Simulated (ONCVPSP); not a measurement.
## Reading a pseudo-wave (gallium (Ga))

Columns: radius, all-electron u(r) and pseudo u(r) of the 4p shell (level -2.57 eV) of gallium in the configuration [Ar] 3d10 4s2 4p1; PBEsol, scalar-relativistic, ONCV scheme, ONCVPSP 4.0.1.

```
r (bohr)  all-electron  pseudo
   0.138        0.1157  0.0048
   0.275       -0.0591  0.0190
   0.413       -0.1910  0.0422
   0.550       -0.2002  0.0733
   0.688       -0.1326  0.1116
   0.825       -0.0338  0.1551
   0.963        0.0717  0.2027
   1.100        0.1700  0.2518
   1.238        0.2575  0.3013
   1.375        0.3315  0.3491
   1.513        0.3933  0.3944
   1.650        0.4431  0.4355
   1.788        0.4827  0.4722
   1.925        0.5129  0.5031
   2.062        0.5350  0.5280
   2.200        0.5503  0.5464
   2.338        0.5596  0.5582
   2.475        0.5637  0.5634
   2.613        0.5634  0.5634
   2.750        0.5596  0.5596
   2.888        0.5527  0.5526
   3.025        0.5433  0.5433
   3.162        0.5319  0.5319
   3.300        0.5188  0.5188
   3.438        0.5045  0.5044
   3.575        0.4892  0.4892
```

How many radial nodes do the two functions have?

The all-electron 4p function has n − l − 1 = 2; the pseudo-wave has 0, since the states of the same l below it are removed with the core.

At about which radius was the pseudo-wave matched?

2.60 bohr, where the columns begin to agree (steps of 0.14 bohr).

Where does each function peak?

Outermost all-electron maximum near 2.48 bohr, pseudo maximum near 2.48 bohr (to the table’s step).

Is the pseudo-wave norm-conserving?

Yes: the ONCV scheme keeps the norm inside the radius equal to the all-electron one, which fixes the energy derivative of the logarithmic derivative at the level.
